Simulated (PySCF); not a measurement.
**How methods differ on the ionisation energy of Be+**

Be+ [He] 2s1 (2S) → Be(2+) 1s2 (1S), as a difference of total energies. Computed with PySCF 2.14 in aug-cc-pVDZ-DK (4s3p2d, 23 functions), with the spin-free X2C one-electron Hamiltonian (Gaussian nucleus). The calculations carry no spin-orbit coupling.

| method | ionisation energy (eV) |
| --- | --- |
| UHF | 18.094 |
| PBE | 18.432 |
| B3LYP | 18.550 |

For comparison: 18.211 eV (measured; NIST Atomic Spectra Database, ionization energies).
